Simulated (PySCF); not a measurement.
SbF2, SMILES [F][Sb+][F] (connectivity only; charge and spin as stated), charge +1, multiplicity 1.

Geometry: B3LYP-D3(BJ)/def2-TZVP. The multiplicity is an assumed one; other spin states were not compared. The isomer is the one that the SMILES or the coordinates give; other isomers of the formula were not compared. The def2 effective core potentials stand for the cores of Sb; spin–orbit coupling is left out.

Calculation: TDA-PBE/def2-SVPD (PySCF).

Vertical excitations. Isolated molecule, no solvent. State labels are in the subgroup C2v.

Computed lowest excited states:
| state | symmetry | energy (eV) | λ (nm) | f | main pairs |
|---|---|---|---|---|---|
| S1 | A2 | 4.65 | 267 | 0.000 | HOMO−1→LUMO 100 % |
| S2 | B1 | 4.69 | 264 | 0.027 | HOMO→LUMO 92 % |
| S3 | B2 | 5.73 | 216 | 0.011 | HOMO−2→LUMO 85 % |
| S4 | B1 | 5.97 | 208 | 0.032 | HOMO−4→LUMO 92 % |
| S5 | A1 | 6.51 | 190 | 0.011 | HOMO−3→LUMO 86 % |
| S6 | A2 | 6.63 | 187 | 0.000 | HOMO−5→LUMO 100 % |
| S7 | A1 | 7.60 | 163 | 0.001 | HOMO−1→LUMO+1 93 % |
| S8 | B1 | 7.85 | 158 | 0.005 | HOMO−2→LUMO+1 99 % |
| S9 | B2 | 7.93 | 156 | 0.043 | HOMO→LUMO+1 51 %, HOMO−1→LUMO+2 42 % |
| S10 | A1 | 8.28 | 150 | 0.095 | HOMO→LUMO+2 80 % |
| T1 | B1 | 3.76 | 329 | 0 | HOMO→LUMO 98 % |
| T2 | A2 | 4.44 | 279 | 0 | HOMO−1→LUMO 100 % |
| T3 | B2 | 4.60 | 270 | 0 | HOMO−2→LUMO 100 % |
| T4 | A1 | 5.14 | 241 | 0 | HOMO−3→LUMO 100 % |
Triplets are in the Tamm–Dancoff approximation.
